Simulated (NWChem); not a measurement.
System: CH₃BaFN₂

Here is an NWChem input.

```
start job
memory heap 200 mb stack 900 mb global 1100 mb
geometry units angstroms noautoz
  Ba     0.079572     0.683266     0.000000
  F     -1.554574     2.229908     0.000000
  C     -0.245993    -2.329024     0.000000
  N     -0.143872    -1.694775    -1.157090
  N     -0.143872    -1.694775     1.157090
  H     -0.430395    -3.425941     0.000000
  H     -0.274849    -2.321545    -1.944139
  H     -0.274849    -2.321545     1.944139
end
basis spherical
  * library def2-svp
end
ecp
  Ba library def2-ecp
end
dft
  xc b3lyp
  iterations 150
  vectors input atomic output neutral.movecs
end
task dft energy
charge 1
dft
  odft
  mult 2
  vectors input atomic output cation.movecs
end
task dft energy
```

Coordinates come from a PBE0/def2-SVP optimisation. No frequency run checked for a minimum. def2 effective core potentials on Ba; no spin-orbit coupling.

Ions are spin-unrestricted doublets at the neutral geometry; other ion states weren't tried.

Question: Predict the main results of this run. (B3LYP/def2-SVP with def2 effective core potentials on Ba, vertical spin-unrestricted ions.) Quantities: vertical ionisation energy, ΔSCF (eV); −ε(HOMO) (eV).

Answer: 
| Quantity | Value |
|---|---|
| vertical ionisation energy, ΔSCF (eV) | 7.82 |
| −ε(HOMO) (eV) | 5.46 |
